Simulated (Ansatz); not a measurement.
`[CH3][GeH]1[O][SiH2]1` + NH₃ → `[NH2][GeH]1[O][SiH2]1` + CH₄ at 400 K and 1 bar (ligand exchange at a Ge–C bond).

Gas-phase electronic energies from Ansatz, PBE0-D4/def2-TZVP geometries. CCSD(T)/CBS is the MP2 limit (def2-TZVPP, def2-QZVPP) plus CCSD(T) − MP2 in def2-TZVPP, frozen cores. This one scheme is used for every species. For Ge outer-core shells are correlated without core-valence functions, which leaves a few kJ/mol of doubt a bond. Scalar relativity is left out up to krypton. Each species was taken in one conformer, which may not be the lowest.

```json
{"species": "`[CH3][GeH]1[O][SiH2]1`", "CCSD(T)/CBS energy (Eh)": "-2482.04381", "H − E (kJ/mol)": "202.9", "S (J/(mol·K))": "371.5"}
{"species": "NH₃", "CCSD(T)/CBS energy (Eh)": "-56.50880", "H − E (kJ/mol)": "104.2", "S (J/(mol·K))": "203.1"}
{"species": "`[NH2][GeH]1[O][SiH2]1`", "CCSD(T)/CBS energy (Eh)": "-2498.09896", "H − E (kJ/mol)": "174.3", "S (J/(mol·K))": "367.9"}
{"species": "CH₄", "CCSD(T)/CBS energy (Eh)": "-40.46206", "H − E (kJ/mol)": "131.3", "S (J/(mol·K))": "197.2"}
```

H − E and S are ideal-gas, rigid-rotor, harmonic terms from PBE0-D4/def2-TZVP, for one conformer and one mirror image of each species. 1 Eh = 2625.50 kJ/mol, R = 8.31446 J/(mol·K).

Task: By hand: ΔE, ΔH, ΔS and ΔG.

Result: ΔE = (-2498.09896) + (-40.46206) − (-2482.04381) − (-56.50880) = -0.00841 Eh = -22.1 kJ/mol. Δ(H − E) = 174.3 + 131.3 − 202.9 − 104.2 = -1.5, so ΔH = -23.6 kJ/mol. ΔS = 367.9 + 197.2 − 371.5 − 203.1 = -9.5 J/(mol·K). ΔG = -23.6 − 400 × (-9.5)/1000 = -19.8 kJ/mol.

Task: By hand: the equilibrium constant, and the temperature at which ΔG would vanish if ΔH and ΔS stayed fixed.

Result: log₁₀ K = −ΔG/(RT ln 10) = 2.6. ΔG = 0 at ΔH/ΔS = 2484 K, though so small a ΔS makes that figure unsure.

The number of gas molecules stays the same, so ΔS is small and ΔH decides. A doubt of 5 kJ/mol in ΔE shifts log₁₀ K by 0.7 here. Other conformers and mirror images would add mixing entropy, several J/(mol·K) or more a flexible species. These are equilibria of isolated gas molecules and say nothing of rates. Largest T1 diagnostic: 0.014 (customary marks: 0.02 for closed shells, 0.045 for open ones).
